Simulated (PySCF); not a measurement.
hexa-1,2-dien-5-yne (C₆H₆), SMILES C#CCC=C=C.

Coordinates come from a PBE-D3(BJ)/def2-SVP optimisation. Other conformers were not sampled.

The numbers are results of PySCF with PBE-D3(BJ)/def2-SVP, not measurements.

Frequencies are harmonic and unscaled.

Computed normal modes with their intensities:
```csv
mode,ν (cm⁻¹),IR (km/mol),moving atoms (share of kinetic energy)
1,53,0.0,"C 77 %, H 23 %"
2,159,1.0,"C 69 %, H 31 %"
3,207,0.1,"C 77 %, H 23 %"
4,317,3.2,"C 65 %, H 35 %"
5,339,9.8,"C 63 %, H 37 %"
6,442,4.9,"C 68 %, H 32 %"
7,530,7.0,"C 80 %, H 20 %"
8,580,9.1,"C 55 %, H 45 %"
9,638,40.0,"H 79 %, C 21 %"
10,653,37.5,"H 79 %, C 21 %"
11,821,49.6,"H 74 %, C 26 %"
12,843,5.1,"H 74 %, C 26 %"
13,871,13.3,"H 57 %, C 43 %"
14,949,1.3,"C 79 %, H 21 %"
15,956,0.0,"H 63 %, C 37 %"
16,994,0.1,"C 72 %, H 28 %"
17,1106,0.3,"H 69 %, C 31 %"
18,1156,0.3,"H 83 %, C 17 %"
19,1235,21.7,"H 70 %, C 30 %"
20,1309,1.2,"H 74 %, C 26 %"
21,1374,6.1,H 92 %
22,1417,4.1,"C 53 %, H 47 %"
23,2028,44.1,C 98 %
24,2168,6.1,"C 91 %, H 9 %"
25,2949,10.3,H 94 %
26,3014,2.0,"H 91 %, C 9 %"
27,3053,1.5,H 95 %
28,3074,2.0,"H 92 %, C 8 %"
29,3137,0.2,"H 89 %, C 11 %"
30,3409,74.6,"H 86 %, C 14 %"
```
